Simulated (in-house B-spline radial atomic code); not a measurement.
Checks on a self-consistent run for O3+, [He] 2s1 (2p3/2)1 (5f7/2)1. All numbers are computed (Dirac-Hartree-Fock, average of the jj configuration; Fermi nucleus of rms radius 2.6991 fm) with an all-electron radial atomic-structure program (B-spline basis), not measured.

```csv
orbital,q,ε (Eh),<1/r>,<r²>,small-component weight
1s1/2,2,-24.31608,7.67339,0.0525394,0.00078222
2s1/2,1,-3.99403,1.5459,1.02399,0.00012556
2p3/2,1,-3.54772,1.49106,0.881982,0.00011854
5f7/2,1,-0.32053,0.160761,69.9733,8.6014e-06
```

Electron-electron repulsion V_ee = 11.7537 hartree.

(1) What total energy follows from the eigenvalues?

(2) Does the Dirac virial theorem hold?

(3) What diamagnetic shielding (Lamb formula) and susceptibility (Langevin formula) do the radii give?

## Answers

(1) The eigenvalues count the repulsion twice, so E = Σqε - V_ee = -56.494 - 11.754 = -68.248 hartree; the run printed -68.248.

(2) For a point nucleus E = -2c²Σq·w, with w the small-component weight. Here Σq·w = 0.0018172 and c = 137.0360, so the ratio E/(-2c²Σq·w) is 1.000000.

(3) σ = (α²/3)Σq<1/r> = 18.5445/(3·137.036²) = 329.17 ppm, and χ = -0.79199×10⁻⁶·Σq<r²> = -57.01×10⁻⁶ cm³/mol with Σq<r²> = 71.984 bohr². Both are non-relativistic formulas without the paramagnetism of open shells.
